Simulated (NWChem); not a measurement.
System: C$_{2}$H$_{6}$OSi$_{2}$; SMILES O[SiH2]C#C[SiH3]

Input file for NWChem:

```
start job
memory heap 200 mb stack 900 mb global 1100 mb
geometry units angstroms noautoz
  O     -2.759755    -0.014604     0.934167
  Si    -1.901833    -0.510438    -0.399172
  C     -0.122214    -0.057441    -0.249901
  C      1.063230     0.230561    -0.133966
  Si     2.841260     0.658551     0.038325
  H     -2.435337    -0.302421     1.792394
  H     -2.498111     0.191170    -1.562350
  H     -1.959147    -1.989992    -0.588792
  H      3.097247     1.134582     1.428180
  H      3.191535     1.734458    -0.932293
  H      3.670738    -0.550327    -0.233781
end
basis spherical
  * library def2-svp
end
dft
  xc b3lyp
  iterations 150
  mulliken
end
task dft energy
```

The geometry was optimised at PBE0/def2-SVP.

Task: Give the results of this calculation. (B3LYP/def2-SVP.) Quantities: energy (Ha); highest occupied level (eV); orbital gap (eV); dipole (D).

Result: 
```yaml
energy (Ha): -733.76
highest occupied level (eV): -7.81
orbital gap (eV): 6.82
dipole (D): 1.42
```
